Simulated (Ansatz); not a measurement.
Wavefunction ladder for Cl₂Ga₂H₆N₂, SMILES `[Cl][Ga@H-]1[NH2+][Ga@@H-]([Cl])[NH2+]1`

```xyz
12

Cl    1.967    1.946    1.154
Ga    0.799    1.131   -0.483
N    -1.052    0.853    0.226
Ga   -0.908   -1.142    0.146
Cl   -0.874   -1.837    2.202
N     1.000   -0.858   -0.386
H     0.876    1.737   -1.915
H    -1.142    1.185    1.181
H    -1.803    1.268   -0.311
H    -1.802   -1.829   -0.927
H     1.641   -1.136    0.350
H     1.299   -1.318   -1.237
```

Charge 0, multiplicity 1. Correlated methods include outer-core shells of Ga, which these sets cover unevenly. Scalar relativity is left out up to krypton. The geometry is a stationary point of PBE0-D4/def2-TZVP. Frozen core, restricted reference, Ansatz.

```json
{"basis": "def2-SVP", "HF (Eh)": "-4877.26282", "MP2 corr.": "-1.04864", "CCSD corr.": "-1.07987", "(T)": "-0.03054", "CCSD(T) total": "-4878.37323"}
{"basis": "def2-TZVPP", "HF (Eh)": "-4878.20551", "MP2 corr.": "-1.28050", "CCSD corr.": "–", "(T)": "–", "CCSD(T) total": "–"}
{"basis": "def2-QZVPP", "HF (Eh)": "-4878.31568", "MP2 corr.": "-1.84608", "CCSD corr.": "–", "(T)": "–", "CCSD(T) total": "–"}
```
